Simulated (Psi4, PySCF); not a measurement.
The Psi4 input:
```
memory 2 GB

molecule mol {
0 1
  C     3.458922   -0.310802    0.071132
  C     2.245508   -0.737188   -0.243785
  C     1.039918    0.056053    0.102347
  O     1.067109    1.116747    0.678664
  O    -0.053732   -0.578984   -0.317277
  C    -1.377096   -0.026427   -0.109645
  C    -1.505257    1.317351   -0.826628
  C    -1.658406    0.119266    1.385638
  C    -2.315288   -1.059791   -0.734226
  H     4.348399   -0.867631   -0.168851
  H     3.583445    0.627255    0.587771
  H     2.059860   -1.666739   -0.760049
  H    -2.526385    1.679013   -0.744299
  H    -0.835228    2.048298   -0.382462
  H    -1.254300    1.204511   -1.879366
  H    -1.515069   -0.835491    1.887499
  H    -2.684103    0.445178    1.533978
  H    -0.988171    0.851820    1.826835
  H    -2.085667   -1.182019   -1.789484
  H    -3.346750   -0.736508   -0.630553
  H    -2.192857   -2.020563   -0.241113
}

set basis 6-31g*
set reference rks
set scf_type pk
set puream true
set d_convergence 1e-8
set dft_radial_points 99
set dft_spherical_points 590

energy('revpbe')
print_variables()
```

**Question.** Convert this to an input for PySCF.

**Answer.** One answer among several that fit: 
```python
from pyscf import gto, scf, dft

mol = gto.M(
    atom='''
C     3.45892219   -0.31080172    0.07113207
C     2.24550772   -0.73718756   -0.24378480
C     1.03991795    0.05605322    0.10234703
O     1.06710931    1.11674681    0.67866389
O    -0.05373192   -0.57898441   -0.31727737
C    -1.37709606   -0.02642729   -0.10964455
C    -1.50525668    1.31735132   -0.82662763
C    -1.65840556    0.11926591    1.38563779
C    -2.31528824   -1.05979067   -0.73422633
H     4.34839884   -0.86763118   -0.16885130
H     3.58344454    0.62725456    0.58777080
H     2.05985958   -1.66673944   -0.76004942
H    -2.52638464    1.67901276   -0.74429864
H    -0.83522804    2.04829783   -0.38246223
H    -1.25429965    1.20451065   -1.87936634
H    -1.51506904   -0.83549141    1.88749867
H    -2.68410331    0.44517775    1.53397844
H    -0.98817147    0.85181966    1.82683543
H    -2.08566729   -1.18201923   -1.78948370
H    -3.34675000   -0.73650759   -0.63055272
H    -2.19285664   -2.02056277   -0.24111255
''',
    basis='6-31g*',
    verbose=4,
)

mf = dft.RKS(mol)
mf.xc = 'revpbe'
mf.grids.atom_grid = (99, 590)
mf.grids.prune = None
mf.kernel()
```

Both were run: Psi4 gave -424.270463 Eh and PySCF -424.270460 Eh, 0.003 mEh apart.
